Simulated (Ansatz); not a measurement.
`C[Se][Si](F)(F)F` + H₂ → `C[SeH]` + `F[SiH](F)F` at 500 K and 1 bar (hydrogenolysis of the Se–Si bond).

Isolated molecules relaxed with PBE0-D4/def2-TZVP in Ansatz; ΔE leaves out vibrations. CBS: MP2 limit from def2 TZ/QZ plus the TZ coupled-cluster correction, frozen cores. This one scheme is used for every species. For Se outer-core shells are correlated without core-valence functions, which leaves a few kJ/mol of doubt a bond. Scalar relativity is left out up to krypton. One conformer a species, not always the lowest.

| species | CCSD(T)/CBS energy (Eh) | H − E (kJ/mol) | S (J/(mol·K)) |
| --- | --- | --- | --- |
| `C[Se][Si](F)(F)F` | -3029.26210 | 176.0 | 452.8 |
| H₂ | -1.17544 | 41.0 | 145.5 |
| `C[SeH]` | -2441.15625 | 142.1 | 299.3 |
| `F[SiH](F)F` | -589.26725 | 75.7 | 315.5 |

H − E and S are ideal-gas, rigid-rotor, harmonic terms from PBE0-D4/def2-TZVP, for one conformer and one mirror image of each species. For small species the MP2-based limit differs from directly extrapolated CCSD(T) by up to some mEh (0.8 for H₂); such offsets cancel only in part. 1 Eh = 2625.50 kJ/mol, R = 8.31446 J/(mol·K).

Question: By hand: ΔE, ΔH, ΔS and ΔG.

Answer: ΔE = (-2441.15625) + (-589.26725) − (-3029.26210) − (-1.17544) = 0.01404 Eh = 36.9 kJ/mol. Δ(H − E) = 142.1 + 75.7 − 176.0 − 41.0 = 0.8, so ΔH = 37.7 kJ/mol. ΔS = 299.3 + 315.5 − 452.8 − 145.5 = 16.5 J/(mol·K). ΔG = 37.7 − 500 × (16.5)/1000 = 29.5 kJ/mol.

Question: By hand: the equilibrium constant, and the temperature at which ΔG would vanish if ΔH and ΔS stayed fixed.

Answer: log₁₀ K = −ΔG/(RT ln 10) = -3.1. ΔG = 0 at ΔH/ΔS = 2285 K, though so small a ΔS makes that figure unsure.

ΔH outweighs TΔS. A doubt of 5 kJ/mol in ΔE shifts log₁₀ K by 0.5 here. Other conformers and mirror images would add mixing entropy, several J/(mol·K) or more a flexible species. Modes under 60 cm⁻¹, often nearly free rotors, make the harmonic entropy too high. These are equilibria of isolated gas molecules and say nothing of rates. Largest T1 diagnostic: 0.012 (customary marks: 0.02 for closed shells, 0.045 for open ones).
